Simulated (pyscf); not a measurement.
PySCF, gas phase, ωB97X-D3(BJ)/def2-SVP geometries. MP2 and CC: frozen core, UHF for open shells. ΔMP2 is the change of the MP2 total energy from the triple- to the quadruple-zeta basis.

### Question
How much does it cost (ΔH, 298 K, CCSD(T)/def2-TZVPP + ΔMP2(QZVPP)) to split H₂B–O–B=O (SMILES BOB=O) at its B–O bond into H₂B–O• + [B=O]•?

### Answer
B–O to H₂B–O• + [B=O]•: 5.27 eV. The radicals are drawn with the spin at the cut bond; how far it spreads was not checked. Other isomers of H₂B–O• were not searched in full and may lie lower. The CCSD(T) − MP2 part came from Ansatz, without density fitting, on the same reference.
